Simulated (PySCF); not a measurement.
Job file and geometry (Å, from GFN2-xTB) of an NMR shielding run on `InChI=1S/C5H13BSi/c1-4-5(2)6(3)7/h4H,1-3,7H3/b5-4-`, PySCF, GIAO PBE0/pcSseg-1 NMR shielding, non-relativistic, gas phase; density fitting, a coarse starting grid and PySCF grid level 2 are the driver's defaults:

```
$ OMP_NUM_THREADS=1 python probes_run.py task.json out

{"job": {"kind": "nmr", "xc": "PBE0", "basis": "pcSseg-1"}, "charge": 0, "multiplicity": 1}
C     -1.181644     1.989358     0.768852
C     -1.515011     0.535544     0.724107
C     -0.750683    -0.421761     0.191363
C     -1.274695    -1.839869     0.155915
B      0.664764    -0.215897    -0.423348
C      0.936695    -0.784221    -1.872402
Si     2.166753     0.547562     0.597748
H     -0.136780     2.165192     0.524235
H     -1.392534     2.392953     1.758808
H     -1.796975     2.538439     0.053917
H     -2.494957     0.288250     1.120870
H     -0.573460    -2.516660     0.643515
H     -1.392039    -2.172398    -0.874492
H     -2.237093    -1.917006     0.657800
H      1.713893    -0.245938    -2.413007
H      1.300312    -1.809017    -1.767054
H      0.054619    -0.832430    -2.509952
H      2.684361     1.800015     0.015132
H      1.888987     0.864566     2.007168
H      3.330338    -0.356005     0.637788
```

Question: What does the program print?

Answer: 
```
coarse grid: 16200 points
cycle   1  E = -512.1203865572  dE =  4.283e-01  |g| = 4.545e-01  |ddm| = 3.815e+00
cycle   2  E = -512.1123819280  dE =  8.005e-03  |g| = 4.917e-01  |ddm| = 9.074e-01
cycle   3  E = -512.1773408887  dE = -6.496e-02  |g| = 5.597e-02  |ddm| = 5.537e-01
cycle   4  E = -512.1777557334  dE = -4.148e-04  |g| = 4.057e-02  |ddm| = 8.737e-02
cycle   5  E = -512.1781735545  dE = -4.178e-04  |g| = 5.541e-03  |ddm| = 3.725e-02
cycle   6  E = -512.1781813778  dE = -7.823e-06  |g| = 1.992e-03  |ddm| = 9.023e-03
final grid: 149016 points
cycle   7  E = -512.2173552033  dE = -3.942e-05  |g| = 8.604e-03  |ddm| = 3.140e-02
cycle   8  E = -512.2173497630  dE =  5.440e-06  |g| = 9.694e-03  |ddm| = 1.909e-02
cycle   9  E = -512.2173754699  dE = -2.571e-05  |g| = 4.258e-04  |ddm| = 1.069e-02
cycle  10  E = -512.2173755064  dE = -3.651e-08  |g| = 1.997e-04  |ddm| = 7.208e-04
cycle  11  E = -512.2173755163  dE = -9.868e-09  |g| = 5.699e-05  |ddm| = 2.311e-04
cycle  12  E = -512.2173755169  dE = -6.600e-10  |g| = 2.648e-05  |ddm| = 7.262e-05
converged SCF energy = -512.2173755169

GIAO shielding tensors (ppm)
atom      isotropic    diamagn.    paramagn.     s11        s22        s33       span
  0 C      163.503     250.747     -87.243    151.852    154.161    184.497     32.645
  1 C       46.625     256.217    -209.592    -51.804     49.976    141.704    193.508
  2 C       27.905     261.224    -233.319    -81.026     20.860    143.881    224.907
  3 C      163.220     248.038     -84.818    142.981    162.120    184.560     41.579
  4 B       -2.814     194.392    -197.207    -83.405    -54.810    129.773    213.177
  5 C      165.434     253.488     -88.054    134.835    173.766    187.701     52.866
  6 Si     464.070     881.232    -417.162    418.445    478.098    495.669     77.224
  7 H       30.086      33.218      -3.132     25.384     30.170     34.704      9.320
  8 H       29.869      29.342       0.527     26.469     27.292     35.845      9.376
  9 H       29.824      29.803       0.021     26.326     27.624     35.521      9.196
 10 H       25.679      33.478      -7.799     23.219     25.094     28.724      5.505
 11 H       30.029      30.551      -0.522     26.437     28.420     35.229      8.791
 12 H       29.559      30.780      -1.221     25.266     29.067     34.346      9.080
 13 H       30.014      30.778      -0.764     26.476     29.026     34.539      8.063
 14 H       29.869      30.736      -0.867     26.267     29.356     33.984      7.717
 15 H       30.862      30.469       0.394     26.612     29.854     36.122      9.510
 16 H       30.086      32.225      -2.138     26.475     29.832     33.952      7.477
 17 H       27.806      29.046      -1.240     25.225     26.038     32.155      6.930
 18 H       28.235      29.542      -1.307     24.787     27.311     32.606      7.819
 19 H       28.047      29.098      -1.051     24.858     26.490     32.792      7.934
```

Size and cost of the density-fitted run: 191 basis functions, 34 s wall time on 1 thread of an Arm Neoverse V1, shared host; peak memory 0.86 GiB.
